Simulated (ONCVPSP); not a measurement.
**An all-electron radial function and its pseudo partner (gallium (Ga))**

Columns: radius, all-electron u(r) and pseudo u(r) of the 3s shell (level -149.96 eV) of gallium in the configuration [Ne] 3s2 3p6 3d10 4s2 4p0.75; PBE, scalar-relativistic, ONCV scheme, ONCVPSP 4.0.1.

| r (bohr) | all-electron | pseudo |
| --- | --- | --- |
| 0.062 | 0.0140 | 0.2379 |
| 0.125 | -0.6848 | 0.4693 |
| 0.188 | -0.6271 | 0.6809 |
| 0.250 | -0.1487 | 0.8618 |
| 0.312 | 0.4048 | 1.0095 |
| 0.375 | 0.8679 | 1.1220 |
| 0.438 | 1.1772 | 1.1952 |
| 0.500 | 1.3372 | 1.2291 |
| 0.562 | 1.3854 | 1.2283 |
| 0.625 | 1.3534 | 1.1961 |
| 0.688 | 1.2702 | 1.1379 |
| 0.750 | 1.1606 | 1.0612 |
| 0.812 | 1.0393 | 0.9714 |
| 0.875 | 0.9145 | 0.8727 |
| 0.938 | 0.7949 | 0.7718 |
| 1.000 | 0.6860 | 0.6748 |
| 1.062 | 0.5875 | 0.5831 |
| 1.125 | 0.4988 | 0.4975 |
| 1.188 | 0.4213 | 0.4211 |
| 1.250 | 0.3552 | 0.3551 |
| 1.312 | 0.2985 | 0.2984 |
| 1.375 | 0.2494 | 0.2493 |
| 1.438 | 0.2078 | 0.2077 |
| 1.500 | 0.1732 | 0.1732 |
| 1.562 | 0.1442 | 0.1441 |
| 1.625 | 0.1194 | 0.1193 |

How many radial nodes do the two functions have?

The all-electron 3s function has n − l − 1 = 2; the pseudo-wave has 0, since the states of the same l below it are removed with the core.

At about which radius was the pseudo-wave matched?

1.25 bohr, where the columns begin to agree (steps of 0.06 bohr).

Where does each function peak?

Outermost all-electron maximum near 0.56 bohr, pseudo maximum near 0.50 bohr (to the table’s step).

Is the pseudo-wave norm-conserving?

Yes: the ONCV scheme keeps the norm inside the radius equal to the all-electron one, which fixes the energy derivative of the logarithmic derivative at the level.
